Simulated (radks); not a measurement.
Values are calculated unless marked as measured or tabulated.
Initial-state core-level shifts of the terbium ion Tb3+ when its valence configuration changes from [Xe] 4f8. Level of theory: Dirac Kohn-Sham, PBE, spin-unpolarised, spherical densities, point nucleus; open shells fill j = l - 1/2 first (a radial shooting solver on a logarithmic mesh with Libxc functionals). Shifts are changes of the shell-averaged eigenvalues in eV (positive: less bound).

[
 {"valence": "4f7 6p1", "1s": "-11.870", "4p": "-12.835", "4d": "-12.491", "5s": "-8.045"},
 {"valence": "4f6.5 5d0.5 6p1", "1s": "-16.042", "4p": "-17.458", "4d": "-16.909", "5s": "-10.085"},
 {"valence": "4f6 5d2", "1s": "-15.959", "4p": "-17.782", "4d": "-17.008", "5s": "-7.981"},
 {"valence": "4f6 6p2", "1s": "-24.923", "4p": "-26.780", "4d": "-26.014", "5s": "-16.264"},
 {"valence": "4f7 5d1", "1s": "-7.598", "4p": "-8.531", "4d": "-8.176", "5s": "-3.975"},
 {"valence": "4f6 6s2", "1s": "-23.081", "4p": "-24.919", "4d": "-24.156", "5s": "-14.483"},
 {"valence": "4f6 5d1 6p1", "1s": "-20.387", "4p": "-22.236", "4d": "-21.467", "5s": "-12.125"},
 {"valence": "4f5 5d2 6s1", "1s": "-28.795", "4p": "-31.339", "4d": "-30.085", "5s": "-15.294"},
 {"valence": "4f5 5d1 6p2", "1s": "-34.402", "4p": "-36.952", "4d": "-35.694", "5s": "-20.413"}
]
